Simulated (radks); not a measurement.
Values are calculated unless marked as measured or tabulated.
Question: Species: the barium ion Ba39+. Configuration: [Ne] 3s2 3p5 (the NIST ground configuration). Code: a radial shooting solver on a logarithmic mesh with Libxc functionals. Model: scalar-relativistic Kohn-Sham, exchange-only PBE, spin-polarised, spherical densities, finite nucleus; open shells are filled with parallel spins first (spin-orbit coupling, left out, can overturn this in heavy ions); Fermi nuclear charge, rms radius 4.8378 fm. Some entries of the table are withheld. Estimate them.

orbital,occ.,eigenvalue (eV),r(max) (bohr)
1s up,1,-39525.16,0.01643
1s down,1,-39522.72,0.01643
2s up,1,-8084.460,0.09243
2s down,1,-8082.772,0.09244
2p up,3,-7495.388,0.07421
2p down,3,-7492.891,0.07423
3s up,1,-3080.086,0.2513
3s down,1,-3073.150,0.2514
3p up,3,-2895.881,0.2427
3p down,2,-2888.877,0.2427
3d up,0,-2679.784,0.1937
3d down,0,-2673.889,0.1934
4s up,0,-1597.168,0.5071
4s down,0,-1594.767,0.5075
4p up,0,-1522.128,(1)
4p down,0,-1519.764,(2)
4f up,0,-1370.267,0.3791
4f down,0,-1366.302,0.3804

Answer: 
(1) 4p up r(max) (bohr): 0.5079
(2) 4p down r(max) (bohr): 0.5084
